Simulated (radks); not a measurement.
The tin ion Sn2+ inside a hard spherical wall (all orbitals vanish at R), configuration held at [Kr] 4d10 5s2 and not refilled when levels cross. Method: scalar-relativistic Kohn-Sham, PBEsol, spin-unpolarised, spherical densities, finite nucleus; Fermi nuclear charge, rms radius 4.6519 fm; computed with a radial shooting solver on a logarithmic mesh with Libxc functionals. Eigenvalues in eV, with the zero of energy where the potential of the charges vanishes at infinity; a dash marks a level that is unbound or too diffuse for the functional's potential to be trusted. A positive occupied level is held by the wall or, in an anion where self-interaction has pushed it up, behind a barrier. The pressure on the wall is -dE/dV.

R (bohr),E (hartree),kinetic (hartree),e(4s),e(4p),e(4d),e(5s),"e(5p, empty)","e(6s, empty)",pressure (GPa)
free,-6173.52486,6444.865,-151.24,-107.06,-43.205,-26.160,-17.790,-,0
15,-6173.52486,6444.865,-151.24,-107.06,-43.205,-26.160,-17.790,-,< 0.0001
12,-6173.52486,6444.865,-151.24,-107.06,-43.205,-26.160,-17.790,-,< 0.0001
10,-6173.52486,6444.865,-151.24,-107.06,-43.205,-26.160,-17.790,-8.806,< 0.0001
7,-6173.52470,6444.868,-151.23,-107.05,-43.197,-26.152,-17.760,-7.344,0.0175
6,-6173.52335,6444.884,-151.18,-107.00,-43.151,-26.103,-17.621,-5.015,0.215
5,-6173.51215,6444.986,-150.92,-106.74,-42.901,-25.793,-16.956,0.889,2.46
4,-6173.42922,6445.542,-149.78,-105.63,-41.837,-24.094,-14.058,16.803,27.8
3,-6172.80062,6448.788,-145.08,-101.05,-37.420,-14.761,-0.947,66.344,398
2.5,-6171.34058,6455.486,-137.93,-94.145,-30.343,2.291,20.547,130.91,1900
1.5,-6140.78324,6570.615,-68.464,-21.696,52.406,224.04,263.29,675.82,109000
